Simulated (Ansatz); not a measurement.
An input meant for VCl3 (charge 0, triplet; atoms displaced at random, 0.03 Å in each coordinate).

```yaml
crystal:
  periodic: [true, true, true]
  atoms:
    - {symbol: V, position_ang: [0.081107, 0.023064, 0.003960]}
    - {symbol: Cl, position_ang: [2.183702, -0.007976, 0.058579]}
    - {symbol: Cl, position_ang: [-1.121343, 1.800339, -0.024917]}
    - {symbol: Cl, position_ang: [-1.164915, -1.809223, -0.005463]}
basis:
  gaussian: {orbitals: 6-31G}
magnetization: {spin_polarized: true, initial_magnetization: 2}
hamiltonian: {xc: {name: r2SCAN50}, dispersion: d3bjatm, pseudopotentials: {relativity: scalar}}
scf: {lower_state_search: full}
output: {forces: true}
```

```sh
$ ansatz run in.yaml --threads 2 --pin off --events-out ev --progress --plain --max-ram 4352MiB
```

It prints (some lines left out):

```
Error: YAML parse error: error: line 2 column 3: crystal: missing field `lattice` (a structure is typed as `lattice` and `atoms`, a molecule's as `atoms` in Å alone, or read from a run's directory, `checkpoint`)
 --> <input>:2:3
1 | crystal:
2 |   periodic: [true, true, true]
3 |   atoms:
4 |     - {symbol: V, position_ang: [0.081107, 0.023064, 0.003960]}
```

Q: Something in this input is off. What?

A: The species is marked periodic without a cell. The program refused the input.
